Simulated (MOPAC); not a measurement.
MOPAC input (PM6):

```
PM6 PRECISE GNORM=0.05 LET XYZ UHF MS=0.5 GEO-OK AUX(PRECISION=9) THREADS=1
BiI2

Bi    0.11208710 1   -0.62633752 1    0.77367491 1
I     2.05489889 1    0.86234499 1   -0.61513851 1
I    -2.23043152 1    0.11852320 1   -0.59646559 1
```

From the last part of the output:

```
                                                       MOPAC v23.2.5 Linux

          FINAL HEAT OF FORMATION =         17.89551 KCAL/MOL =      74.87483 KJ/MOL

          COSMO AREA              =        158.33 SQUARE ANGSTROMS
          COSMO VOLUME            =        161.04 CUBIC ANGSTROMS

          GRADIENT NORM           =          0.00228          =       0.00131 PER ATOM
          IONIZATION POTENTIAL    =          8.806837 EV
          ALPHA SOMO LUMO (EV)    =         -8.807 -1.889
          BETA  SOMO LUMO (EV)    =         -9.765 -1.796
          NO. OF ALPHA ELECTRONS  =         10
          NO. OF BETA  ELECTRONS  =          9
          MOLECULAR WEIGHT        =        462.7894         POINT GROUP:  C2v

          MOLECULAR DIMENSIONS (Angstroms)

            Atom       Atom       Distance
            I     3    I     2     4.55817
           Bi     1    I     3     2.03584
            I     2   Bi     1     0.00000

          SCF CALCULATIONS        =         10

   ATOM   CHEMICAL          X               Y               Z
  NUMBER   SYMBOL      (ANGSTROMS)     (ANGSTROMS)     (ANGSTROMS)

     1      Bi          0.12911117  *  -0.72146725  *   0.89118262  *
     2       I          2.14680090  *   0.94123079  *  -0.69098296  *
     3       I         -2.34417982  *   0.16171347  *  -0.67141394  *

                             CARTESIAN COORDINATES

   1   Bi        0.129111174    -0.721467251     0.891182617
   2    I        2.146800895     0.941230793    -0.690982963
   3    I       -2.344179819     0.161713465    -0.671413942

           Empirical Formula: Bi I2  =     3 atoms

      MOLECULAR POINT GROUP   :   C2v

          ALPHA EIGENVALUES
 -20.48435 -19.83771 -19.39877 -11.94391 -11.64146 -11.39838 -10.10998  -9.70490
  -9.69325  -8.80684  -1.88917  -1.80503 111.60023 111.85870 111.88923 112.07047
 112.10104 112.38015 112.40496 112.41814 112.63251 112.74299

           BETA EIGENVALUES
 -20.47217 -20.02846 -19.39845 -12.02325 -11.26781 -10.44366  -9.87560  -9.77189
  -9.76456  -1.79611  -1.59944  -1.52179 111.46283 111.68539 111.82197 111.90900
 112.02304 112.25797 112.45885 112.47522 112.68259 112.76744

              NET ATOMIC CHARGES AND DIPOLE CONTRIBUTIONS

  ATOM NO.   TYPE          CHARGE      No. of ELECS.   s-Pop       p-Pop       d-Pop
    1         Bi           0.469147        4.5309     1.92686     2.60399
    2          I          -0.234573        7.2346     1.97439     5.25781     0.00237
    3          I          -0.234573        7.2346     1.97439     5.25781     0.00237
 DIPOLE           X         Y         Z       TOTAL
 POINT-CHG.     0.513    -2.868     3.543     4.588
 HYBRID        -0.137     0.764    -0.944     1.223
 SUM            0.377    -2.104     2.599     3.365

          ATOMIC ORBITAL ELECTRON POPULATIONS

     Atom    s        px        py        pz      x^2-y^2     xz        z^2       yz        xy
    1 Bi   1.92686   0.69939   0.97232   0.93227
    2  I   1.97439   1.67908   1.77928   1.79945   0.00025   0.00068   0.00020   0.00051   0.00073
    3  I   1.97439   1.54282   1.91143   1.80355   0.00055   0.00097   0.00020   0.00020   0.00045

                    (SZ)    =    0.500000
                    (S**2)  =    0.768875

          ATOMIC ORBITAL SPIN POPULATIONS

    Atom   Total    s     px     py     pz   x^2-y^2  xz     z^2    yz     xy
         Atomic
    1 Bi  1.0858 -0.009  0.091  0.574  0.431
    2  I -0.0429  0.001 -0.036 -0.002 -0.006  0.000  0.000  0.000  0.000  0.000
    3  I -0.0429  0.001 -0.056  0.017 -0.006  0.000  0.000  0.000  0.000  0.000

 **********************
 *                    *
 * JOB ENDED NORMALLY *
 *                    *
 **********************

 == MOPAC DONE ==
```
